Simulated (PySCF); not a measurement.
H₃S₂, SMILES S[SH2+], charge +1. Geometry: B3LYP-D3(BJ)/def2-TZVP. The isomer is the one that the SMILES or the coordinates give; other isomers of the formula were not compared.

TDA-M06-2X/def2-TZVPD run with PySCF puts the lowest singlet excitations at 4.17, 6.57, 6.70, 7.03, 7.42, 8.15 eV.

Question: What are the lowest excitation roots from ADC(2)/aug-cc-pVDZ in PySCF? (The exact figures need the calculation; the answer reports its results.)

Answer: 4.56, 6.85, 6.89, 7.30, 7.75, 8.73 eV. S1 differs by 0.39 eV (second minus first; roots are paired by order, and the bases may differ).
